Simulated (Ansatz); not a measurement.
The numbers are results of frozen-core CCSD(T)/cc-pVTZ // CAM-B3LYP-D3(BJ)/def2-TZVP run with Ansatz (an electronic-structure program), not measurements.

Ansatz 0.2 input:
```yaml
crystal:
  periodic: [false, false, false]
  atoms:
    - { symbol: B, position_ang: [1.251013, 0.1159, -0.255548] }
    - { symbol: N, position_ang: [0.02032, 0.001904, -0.346698] }
    - { symbol: C, position_ang: [-1.268432, -0.117522, -0.442145] }
    - { symbol: N, position_ang: [-2.410844, -0.223416, -0.52678] }
    - { symbol: H, position_ang: [2.407938, 0.22313, -0.169853] }
basis:
  gaussian: { orbitals: cc-pVTZ }
correlation:
  method: ccsd_t
```

Output:

```
Functional definition: HF
800 factors; integrals over basis functions are off by at most 1.2e-3 eV
mean field evaluation 1: about -4678.5763 eV, gradient 3.9e1 eV
mean field evaluation 2: about -4678.5806 eV, gradient 3.9e1 eV
mean field evaluation 4: about -4682.5023 eV, gradient 4.4e0 eV
mean field evaluation 8: about -4682.5774 eV, gradient 4.3e-1 eV
mean field evaluation 16: about -4682.4964 eV, gradient 4.4e0 eV
mean field -4682.57832205 eV, -172.0815793699 hartree, gradient 4.2e-6 eV, S^2 0.000000; 0 other end points of the search recorded, 0 dependent functions left out
4 core orbitals not correlated
reference -4682.57832205 eV, -172.0815793699 hartree; 9, 9 occupied and 121, 121 virtual orbitals, 800 factors
second order -16.81264533 eV of doubles, -0.00000000 eV of singles
cycle   1  -16.26096351 eV  change    5.5e-1 eV  update   1.2e-1
cycle   2  -16.81205508 eV  change   -5.5e-1 eV  update   3.8e-2
cycle   3  -16.93891437 eV  change   -1.3e-1 eV  update   2.0e-2
cycle   4  -16.92952699 eV  change    9.4e-3 eV  update   5.6e-3
cycle   5  -16.92811508 eV  change    1.4e-3 eV  update   2.7e-3
cycle   6  -16.92998823 eV  change   -1.9e-3 eV  update   6.7e-4
cycle   7  -16.92975854 eV  change    2.3e-4 eV  update   2.3e-4
cycle   8  -16.92968832 eV  change    7.0e-5 eV  update   7.5e-5
cycle   9  -16.92969302 eV  change   -4.7e-6 eV  update   2.9e-5
cycle  10  -16.92968607 eV  change    7.0e-6 eV  update   1.1e-5
perturbative correction -0.91480111 eV, -0.0336183207 hartree
Total energy: -4700.42280923 eV, -172.7373521783 hartree
```

Cost: very roughly 14 core-seconds.
